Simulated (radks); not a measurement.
Results of a calculation; reference values are marked as such.
All-electron atom: neutral lead in [Xe] 4f14 5d8 6s2 6p4 (not the ground configuration). Level of theory: scalar-relativistic Kohn-Sham, PBE, spin-unpolarised, spherical densities, point nucleus (a radial shooting solver on a logarithmic mesh with Libxc functionals).

X-ray form factor f0, the Fourier transform of the density (f0(0) = 82):

| sin(theta)/lambda (1/angstrom) | f0 (electrons) |
|---|---|
| 0.05 | 80.614 |
| 0.1 | 77.176 |
| 0.15 | 72.984 |
| 0.2 | 68.838 |
| 0.25 | 64.973 |
| 0.3 | 61.380 |
| 0.4 | 54.847 |
| 0.5 | 49.108 |
| 0.6 | 44.159 |
| 0.8 | 36.260 |
| 1 | 30.162 |
| 1.25 | 24.245 |
| 1.5 | 19.995 |
| 2 | 15.245 |
